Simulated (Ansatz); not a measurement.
This geometry of C$_{4}$H$_{12}$OSi (18 atoms, charge 0, multiplicity 1) is a first-order saddle point.

Method: RKS PBE/STO-3G (Ansatz).

```xyz
18
Properties=species:S:1:pos:R:3
C 0.935 -0.931 1.716
O 1.025 0.333 0.965
C 0.085 0.302 -0.200
C 0.620 -0.675 -1.340
C 0.156 1.785 -0.718
Si -1.755 -0.108 0.235
H -0.068 -1.086 2.188
H 1.164 -1.839 1.103
H 1.693 -0.860 2.527
H 0.957 -0.098 -2.221
H -0.149 -1.396 -1.675
H 1.487 -1.252 -0.968
H 1.204 2.053 -0.953
H -0.452 1.907 -1.634
H -0.217 2.490 0.050
H -1.959 -1.534 0.440
H -2.183 0.612 1.425
H -2.582 0.310 -0.888
```

Problem. Which two structures does it join? (They come from a converged band through this point; their orientation in space is the band's.)

Solution. No bond is made or broken. The dihedral Si6–C3–C4–H12 goes from -179 to -59°. The two ends are copies of one structure, up to a mirror image or an exchange of like atoms.

First end point:

```xyz
18
Properties=species:S:1:pos:R:3
C 0.707 -1.107 1.734
O 0.931 0.201 1.093
C 0.123 0.304 -0.163
C 0.641 -0.688 -1.276
C 0.421 1.775 -0.629
Si -1.788 0.093 0.068
H -0.362 -1.276 2.021
H 1.033 -1.977 1.111
H 1.319 -1.098 2.662
H 0.151 -0.459 -2.242
H 0.420 -1.742 -1.023
H 1.735 -0.580 -1.407
H 1.510 1.912 -0.775
H -0.092 1.996 -1.584
H 0.081 2.503 0.132
H -2.171 -1.307 0.175
H -2.243 0.803 1.254
H -2.452 0.657 -1.098
```

Last end point:

```xyz
18
Properties=species:S:1:pos:R:3
C 0.985 -0.926 1.703
O 0.996 0.362 0.989
C 0.071 0.307 -0.186
C 0.599 -0.678 -1.302
C 0.152 1.776 -0.741
Si -1.773 -0.106 0.235
H -0.026 -1.200 2.097
H 1.355 -1.785 1.090
H 1.672 -0.799 2.568
H 1.655 -0.452 -1.544
H -0.002 -0.559 -2.224
H 0.530 -1.734 -0.983
H 1.199 2.026 -0.998
H -0.469 1.887 -1.650
H -0.200 2.500 0.018
H -1.979 -1.532 0.439
H -2.201 0.612 1.427
H -2.601 0.314 -0.886
```

Problem. How far does it lie above each of them?

Solution. 11.1 kJ/mol above the first and 11.1 kJ/mol above the second. This is the barrier of this one path; another mechanism may lie lower. Limits of this set-up: minimal basis.

Run time: 3 min on 1 thread of Intel(R) Xeon(R) Processor @ 2.70GHz, with other jobs on the host, peak memory 0.12 GiB.
